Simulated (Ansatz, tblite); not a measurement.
Forces on Zn₇Te₆⁺ at its PBE-D4/def2-SVP geometry. Charge 1, multiplicity 2.

In the def2 sets Te takes a core potential; there is no spin–orbit coupling. The xTB rows come from tblite. Single mean-field runs in def2-TZVP are fitted with def2-universal-jkfit. Another isomer (doublet) lies 3.08 eV lower at PBE0-D4/def2-TZVP; other spin states weren't run for this one.

GFN1-xTB (tblite), largest force 1.30 eV/Å:

```xyz
13
positions Å, forces eV/Å
Zn   -1.463   -0.303    0.256   -0.351    0.109    0.241
Zn    1.736   -0.782   -1.375    0.289   -0.090   -0.372
Zn    0.721    1.420    2.081    0.065    0.242    0.547
Zn    1.155   -2.799   -0.221    0.332   -0.409   -0.181
Zn   -3.462   -1.106   -0.879   -0.418   -0.064   -0.298
Zn   -0.017    2.097   -0.547   -0.232    0.690   -0.262
Zn   -3.729   -0.918   -3.518    0.229    0.067    0.234
Te    1.697   -0.868    2.834   -0.924   -0.736   -0.413
Te   -0.444    0.245   -2.301   -0.207   -0.180   -0.025
Te   -1.717    2.055    1.459    0.058   -0.154   -0.267
Te    2.373    2.788    0.432    0.788   -0.996   -0.259
Te   -0.525   -2.217    1.884    0.785    0.403    0.790
Te    3.674    0.389   -0.105   -0.414    1.118    0.266
```

GFN2-xTB (tblite), largest force 1.03 eV/Å:

```
Zn -0.504 0.145 0.020
Zn 0.104 -0.179 -0.235
Zn -0.061 0.392 0.329
Zn 0.479 -0.594 -0.432
Zn -0.389 -0.141 0.218
Zn -0.129 0.453 -0.124
Zn 0.106 0.071 -0.147
Te -0.439 -0.887 0.283
Te -0.259 -0.120 -0.868
Te -0.534 0.338 0.125
Te 0.884 -0.069 -0.166
Te 0.283 -0.159 0.963
Te 0.458 0.752 0.033
```

PBE-D4/def2-TZVP (Ansatz), largest force 0.29 eV/Å:

```
Zn 0.142 0.027 0.110
Zn 0.083 0.194 -0.134
Zn 0.044 0.004 0.111
Zn -0.053 -0.208 0.099
Zn -0.246 -0.105 0.108
Zn 0.016 0.114 -0.116
Zn -0.035 0.007 -0.214
Te -0.150 -0.091 -0.072
Te 0.042 0.005 -0.025
Te -0.027 0.011 0.008
Te 0.113 -0.152 -0.042
Te 0.158 0.028 0.111
Te -0.087 0.166 0.056
```
